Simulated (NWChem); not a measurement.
A series in which one site is exchanged, each optimised at PBE0/def2-SVP with NWChem, gas phase unless a solvent is named. Pople sets run with spherical d functions. This build's default masses of Se (78.918 u) and Br (79.917 u) are each other's, which moves their modes by up to 0.6 %. Shieldings are non-relativistic GIAO values without spin-orbit effects.

A: [GeH3][SH] (GeH₄S; site = S)
B: [OH][GeH3] (GeH4O; site = O)
C: [SeH][GeH3] (GeH₄Se; site = Se)
D: [GeH3][ZnH] (ZnGeH₄; site = Zn)

```tsv
quantity	A	B	C	D
orbital gap (eV), PBE0/def2-SVP	(withheld)	8.70	6.77	7.12
lowest singlet excitation, CAM-B3LYP/def2-SVPD, TDA (eV)	(withheld)	6.81	5.02	5.05
Ge absolute shielding, PBE0/pcSseg-1 (ppm)	(withheld)	1407.0	1513.9	1759.9
Ge absolute shielding, B3LYP/6-31G* (ppm)	(withheld)	1570.7	1656.9	1868.5
```

### Question
Some entries are withheld; supply them.

### Answer

- orbital gap (eV), PBE0/def2-SVP, A: 7.46
- lowest singlet excitation, CAM-B3LYP/def2-SVPD, TDA (eV), A: 5.69
- Ge absolute shielding, PBE0/pcSseg-1 (ppm), A: 1495.3
- Ge absolute shielding, B3LYP/6-31G* (ppm), A: 1643.3
